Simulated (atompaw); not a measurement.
# u(r) = r·R(r): atom against pseudo-atom (Bi)

Columns: radius, all-electron u(r) and pseudo u(r) of the 6s shell (level -31.12 eV) of bismuth in the configuration [Kr] 4d10 4f14 5s2 5p6 5d10 6s2 6p1; LDA (PW92), scalar-relativistic, PAW (atompaw) scheme, atompaw 4.2.0.5.

```json
{"r (bohr)": "0.065", "all-electron": "0.0570", "pseudo": "-0.1394"}
{"r (bohr)": "0.131", "all-electron": "-0.1960", "pseudo": "-0.2744"}
{"r (bohr)": "0.196", "all-electron": "0.0250", "pseudo": "-0.3947"}
{"r (bohr)": "0.262", "all-electron": "0.2497", "pseudo": "-0.4983"}
{"r (bohr)": "0.327", "all-electron": "0.2574", "pseudo": "-0.5775"}
{"r (bohr)": "0.392", "all-electron": "0.1086", "pseudo": "-0.6306"}
{"r (bohr)": "0.458", "all-electron": "-0.0933", "pseudo": "-0.6555"}
{"r (bohr)": "0.523", "all-electron": "-0.2665", "pseudo": "-0.6509"}
{"r (bohr)": "0.588", "all-electron": "-0.3790", "pseudo": "-0.6179"}
{"r (bohr)": "0.654", "all-electron": "-0.4236", "pseudo": "-0.5574"}
{"r (bohr)": "0.719", "all-electron": "-0.4065", "pseudo": "-0.4747"}
{"r (bohr)": "0.785", "all-electron": "-0.3411", "pseudo": "-0.3715"}
{"r (bohr)": "0.850", "all-electron": "-0.2442", "pseudo": "-0.2559"}
{"r (bohr)": "0.915", "all-electron": "-0.1282", "pseudo": "-0.1319"}
{"r (bohr)": "0.981", "all-electron": "-0.0019", "pseudo": "-0.0027"}
{"r (bohr)": "1.046", "all-electron": "0.1228", "pseudo": "0.1227"}
{"r (bohr)": "1.112", "all-electron": "0.2441", "pseudo": "0.2441"}
{"r (bohr)": "1.177", "all-electron": "0.3542", "pseudo": "0.3542"}
{"r (bohr)": "1.242", "all-electron": "0.4529", "pseudo": "0.4529"}
{"r (bohr)": "1.308", "all-electron": "0.5405", "pseudo": "0.5405"}
{"r (bohr)": "1.373", "all-electron": "0.6139", "pseudo": "0.6139"}
{"r (bohr)": "1.438", "all-electron": "0.6748", "pseudo": "0.6748"}
{"r (bohr)": "1.504", "all-electron": "0.7244", "pseudo": "0.7244"}
{"r (bohr)": "1.569", "all-electron": "0.7622", "pseudo": "0.7622"}
{"r (bohr)": "1.635", "all-electron": "0.7903", "pseudo": "0.7903"}
{"r (bohr)": "1.700", "all-electron": "0.8088", "pseudo": "0.8088"}
```

Question: How many radial nodes do the two functions have?

Answer: The all-electron 6s function has n − l − 1 = 5 (the table is too coarse to show those close to the nucleus); the pseudo-wave has 1, since 1 lower shell of the same l stays in the valence.

Question: At about which radius was the pseudo-wave matched?

Answer: 1.20 bohr. The columns agree to 0.0005 from 1.05 bohr on; several derivatives are matched, so the curves merge somewhat inside the radius.

Question: Is the pseudo-wave norm-conserving?

Answer: No, it belongs to a PAW set: the norm inside the radius is not constrained, and the difference is carried by the augmentation charge.
